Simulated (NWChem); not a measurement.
System: C2H6BFO; SMILES CB(O)CF

Here is an NWChem input.

```
start job
memory heap 200 mb stack 900 mb global 1100 mb
geometry units angstroms noautoz
  C     -0.626431     1.957652     0.004307
  B      0.057380     0.540293    -0.007298
  O      1.409013     0.427613    -0.004119
  C     -0.764481    -0.827066    -0.012035
  F      0.147308    -1.911275     0.009274
  H      0.099108     2.765190    -0.137437
  H     -1.400921     2.048178    -0.769135
  H     -1.136459     2.131343     0.962994
  H      1.639351    -0.520020     0.001149
  H     -1.393242    -0.938380    -0.906565
  H     -1.426438    -0.930327     0.858998
end
basis spherical
  * library def2-tzvp
end
dft
  xc becke88 lyp
  iterations 150
  semidirect filesize 400000000
  mulliken
end
task dft energy
```

The geometry was optimised at B3LYP/6-31G* (spherical d).

Q: What results follow from this input? (BLYP/def2-TZVP.) Quantities: energy (Ha); highest occupied level (eV); orbital gap (eV); dipole (D).

A: 
```json
{
 "energy (Ha)": "-279.84",
 "highest occupied level (eV)": "-7.02",
 "orbital gap (eV)": "6.44",
 "dipole (D)": "1.39"
}
```
